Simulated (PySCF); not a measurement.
## Static response to an electric field

Compound: Zr(OSiH3)4 (singlet state).
Geometry (PBE0-D3(BJ)/def2-SVP, Å), atoms numbered from 1 in this order:
```
atom  x, y, z in Å
Zr1   -0.0865    0.0030   -0.0043
O2     0.7420   -0.6378    1.6334
Si3    1.5275   -1.1766    2.9926
H4     1.8284   -2.6340    2.8620
H5     0.6702   -0.9601    4.1962
H6     2.8103   -0.4312    3.1681
O7     1.1459   -0.2832   -1.4805
Si8    2.2684   -0.5156   -2.6808
H9     2.6101   -1.9662   -2.7844
H10    3.5102    0.2555   -2.3720
H11    1.7187   -0.0508   -3.9895
O12   -0.4614    1.9043    0.1628
Si13  -0.6968    3.5377    0.3441
H14   -1.6247    3.7935    1.4861
H15   -1.2858    4.1083   -0.9041
H16    0.6081    4.2123    0.6172
O17   -1.7372   -0.9762   -0.3229
Si18  -3.1164   -1.8425   -0.6401
H19   -4.1427   -1.5668    0.4095
H20   -2.8080   -3.3042   -0.6498
H21   -3.6669   -1.4532   -1.9732
```

Level: B3LYP/def2-SVPD (PySCF), static field, nuclei fixed, core orbitals frozen in the response. The polarisability tensor in these axes (au):

```
x   166.21   0.49   0.39
y     0.49 166.00   0.41
z     0.39   0.41 164.51
```

**Question.** What are the eigenvalues, a third of the trace, and Δα (Δα² = ½Σ(αi − αj)² over the three pairs)?

**Answer.** Principal values 164.37, 165.60 and 166.75 au; mean 165.57 au = 24.54 Å³ = 27.30 × 10⁻⁴⁰ C²·m²/J; Δα = 2.07 au (1 % of the mean).

**Question.** What is the dipole moment?

**Answer.** 0.05 D at this geometry.

**Question.** Molar refractivity from α?

**Answer.** Lorentz–Lorenz: R = (4π/3)N_A α = 2.5225 cm³/(mol·Å³) × 24.54 Å³ = 61.9 cm³/mol, in the limit of long wavelengths.

**Question.** Sum over states: ᾱ = Σ f/ω², ω in Eh. What share falls to these 10 lowest TDDFT singlets (eV, f)? 6.73, 0.0000; 6.74, 0.0000; 6.74, 0.0000; 6.94, 0.0000; 6.94, 0.0000; 6.94, 0.0000; 6.99, 0.0001; 7.00, 0.0004; 7.01, 0.0008; 7.08, 0.0686.

**Answer.** They add up to 1.04 au, 0.6 % of the 165.57 au; the largest single term is 1.02 au, from the state at 7.08 eV. Terms in order: 0.00, 0.00, 0.00, 0.00, 0.00, 0.00, 0.00, 0.01, 0.01, 1.02 au. Higher excitations give the rest. The strengths listed sum to 0.070.

**Question.** What would n − 1 = 2πNα be for an ideal gas of these molecules at 273.15 K and 1 atm, electronic part alone?

**Answer.** N = p/kT = 2.6868 × 10¹⁹ cm⁻³, so n − 1 = 2π × N × 24.54 × 10⁻²⁴ cm³ = 4142 × 10⁻⁶ at long wavelengths.

Isolated species at its PBE0-D3(BJ)/def2-SVP geometry, gas phase. Atoms past krypton carry effective core potentials; spin–orbit coupling is left out.
